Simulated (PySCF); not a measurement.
Electron correlation in I³⁺ (iodine, charge +3)

[Kr] 4d10 5s2 5p2, high-spin 3P determinant. All numbers are calculated (PySCF 2.14, the spin-free X2C one-electron Hamiltonian (Gaussian nucleus), in Sapporo-DKH3-DZP-2012 (7s6p4d1f, 52 functions)). Frozen: [Kr] 4d10; 4 electrons correlated.

MP2 pair energies summed by pair of shells (mhartree):

```json
{"pair": "5s-5p", "energy": "-23.74", "share (%)": "61.6"}
{"pair": "5s-5s", "energy": "-10.91", "share (%)": "28.3"}
{"pair": "5p-5p", "energy": "-3.89", "share (%)": "10.1"}
```

Total MP2 correlation energy: -38.53 mhartree.

Same-spin part -6.33 and opposite-spin part -32.20 mhartree; SCS-MP2 scales them by 1/3 and 6/5 to -40.75 mhartree.
